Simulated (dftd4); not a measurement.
CH₃AlF₂, singlet, geometry from GFN2-xTB (such geometries of metal compounds can be far from the true shape); D4 for pbe0 run with dftd4.

dftd4 was given this input:
```
$ dftd4 mol.xyz --func pbe0 --charge 0 --json dftd4.json --noedisp

# file mol.xyz
7

Al     0.05180306     0.04011766     0.00222470
C     -1.50805595    -1.16573156    -0.06233932
H     -1.30669362    -2.03874718    -0.68318980
H     -2.37664668    -0.64890162    -0.46820696
H     -1.76055472    -1.53755322     0.93063349
F      0.01100760     1.60162551    -0.52911869
F      1.52441362    -0.41295198     0.59199405
```

Task: Write the output that dftd4 gives for this input, abridged.

Result: 
```
                    ____  _____ _____     ____  _  _
      -------------|  _ \|  ___|_   _|---|  _ \| || |------------
     |             | | | | |_    | | ___ | | | | || |_           |
     |             | |_| |  _|   | ||___|| |_| |__   _|          |
     |             |____/|_|     |_|     |____/   |_|            |
     |             ===================================           |
     |            E. Caldeweyher, S. Ehlert & S. Grimme          |
     |          Mulliken Center for Theoretical Chemistry        |
     |                    University of Bonn                     |
      -----------------------------------------------------------

Rational (Becke-Johnson) damping: pbe0-D4-ATM
---------------------
  s6         1.0000
  s8         1.2007
  s9         1.0000
  a1         0.4009
  a2         5.0293
 alp        16.0000
--------------------

Dispersion energy:      -2.9463315571172E-03 Eh

[Info] JSON dump of results written to 'dftd4.json'
```
